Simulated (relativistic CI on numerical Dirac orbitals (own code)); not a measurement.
**One change at a time: W39+**

Base calculation: Dirac-Coulomb-Breit CI, separate exchange-only KLI orbitals for each configuration, model QED (radiative potential, 1s self-energy scaled to tabulated hydrogen-like ionisation energies), unscaled Slater integrals.

CI space (outside the closed core [Ar] 3d10): 4s2 4p5, 4s 4p6, 4s2 4p4 4d, 4s 4p5 4d, 4s2 4p4 4f, 4s 4p5 4f, 4p6 4d, 4s 4p4 4d2, 4s2 4p3 4d 4f, 4p6 4f, 4p5 4d 4f, 4p5 4d2, 4p4 4d3, 4p4 4d2 4f. Double excitations out of closed p, d and f shells are left out; levels of such configurations are missing from the list, as are those of other unlisted configurations, and high levels can miss mixing partners.

Variants: (1) P86 correlation estimate; (2) QED terms removed. Shifts of the energy above 4s2 4p5 2P°_3/2, in eV, for the lowest level and the first level of each name with at least 55 % of one term (blank where a level changes its place among those of its configuration and J or its character, or is not in the variant):

| Level | Base | Δ(1) | Δ(2) |
| --- | --- | --- | --- |
| 4s2 4p5 2P°_3/2 | 0.000 | 0.000 | 0.000 |
| 4s2 4p5 2P°_1/2 | 92.798 | +0.002 | -0.094 |
| 4s2 4p4 4d 2D_3/2 | 161.482 | +0.195 | +0.223 |
| 4s2 4p4 4d 4F_9/2 | 169.545 | +0.195 | +0.175 |
| 4s 4p6 2S_1/2 | 199.574 | +0.120 | +0.844 |
| 4s2 4p4 4d 4D_1/2 | 234.969 | +0.196 | +0.133 |
| 4s2 4p4 4d 2G_7/2 | 245.542 | +0.198 | +0.131 |
| 4s2 4p4 4d 2G_9/2 | 264.628 | +0.198 | +0.081 |
| 4s 4p5 4d 4P°_1/2 | 343.604 | +0.313 | +1.337 |
| 4s2 4p4 4f 4G°_11/2 | 365.987 | +2.005 | +0.184 |
| 4s2 4p4 4f 2F°_7/2 | 374.502 | +1.819 | +0.315 |

At this charge energies of transitions that change n are usually good to better than 1 %, and those within a shell (Δn = 0) to a few per cent.

Ionisation energy from the two ground configurations alone: base 1881.81 eV; P86 correlation estimate 1883.75 eV. The NIST ASD value (semi-empirical) is 1882.9 eV.

LS names give the leading component of a level, which can be under half, so a name can repeat, a term be missing and a line seem to break the LS rules.
